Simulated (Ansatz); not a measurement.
CClNSi, SMILES `[C-]#[N+][Si]Cl` (lower singlet) (charge 0, multiplicity 1). This singlet lies 2.19 eV below the relaxed triplet at the level frozen-core CCSD(T)/cc-pVTZ // PBE0-D3(BJ)/def2-TZVP (Ansatz, a first-principles code).

Level of theory: frozen-core CCSD(T)/cc-pVTZ // PBE0-D3(BJ)/def2-TZVP in Ansatz.

Ansatz 0.2 input:
```yaml
crystal:
  periodic: [false, false, false]
  atoms:
    - { symbol: C, position_ang: [-1.914264, -0.376496, -0.075165] }
    - { symbol: N, position_ang: [-0.801671, 0.005537, -0.01576] }
    - { symbol: Si, position_ang: [0.672502, 0.956817, 0.106101] }
    - { symbol: Cl, position_ang: [2.043434, -0.585858, -0.015174] }
basis:
  gaussian: { orbitals: cc-pVTZ }
correlation:
  method: ccsd_t
```

Output:

```
Functional definition: HF
774 factors; integrals over basis functions are off by at most 1.2e-3 eV
mean field evaluation 1: about -22878.0836 eV, gradient 2.7e1 eV
mean field evaluation 2: about -22878.3223 eV, gradient 2.8e1 eV
mean field evaluation 4: about -22880.1834 eV, gradient 3.5e0 eV
mean field evaluation 8: about -22880.2331 eV, gradient 8.4e-2 eV
mean field evaluation 16: about -22879.4528 eV, gradient 1.5e1 eV
mean field -22880.23319999 eV, -840.8330613207 hartree, gradient 2.8e-6 eV, S^2 0.000000; 0 other end points of the search recorded, 0 dependent functions left out; unrestricted orbitals would lower it
12 core orbitals not correlated
reference -22880.23319999 eV, -840.8330613207 hartree; 10, 10 occupied and 106, 106 virtual orbitals, 774 factors
second order -16.19733946 eV of doubles, -0.00000000 eV of singles
cycle   1  -16.39583377 eV  change   -2.0e-1 eV  update   1.1e-1
cycle   2  -16.89978463 eV  change   -5.0e-1 eV  update   3.6e-2
cycle   3  -17.02339084 eV  change   -1.2e-1 eV  update   2.0e-2
cycle   4  -17.00814133 eV  change    1.5e-2 eV  update   4.7e-3
cycle   5  -17.00769234 eV  change    4.5e-4 eV  update   2.2e-3
cycle   6  -17.00829996 eV  change   -6.1e-4 eV  update   6.5e-4
cycle   7  -17.00807506 eV  change    2.2e-4 eV  update   2.8e-4
cycle   8  -17.00804061 eV  change    3.4e-5 eV  update   9.4e-5
cycle   9  -17.00806498 eV  change   -2.4e-5 eV  update   3.8e-5
cycle  10  -17.00804144 eV  change    2.4e-5 eV  update   1.5e-5
perturbative correction -0.87824226 eV, -0.0322748079 hartree
Total energy: -22898.11948370 eV, -841.4903701231 hartree
```
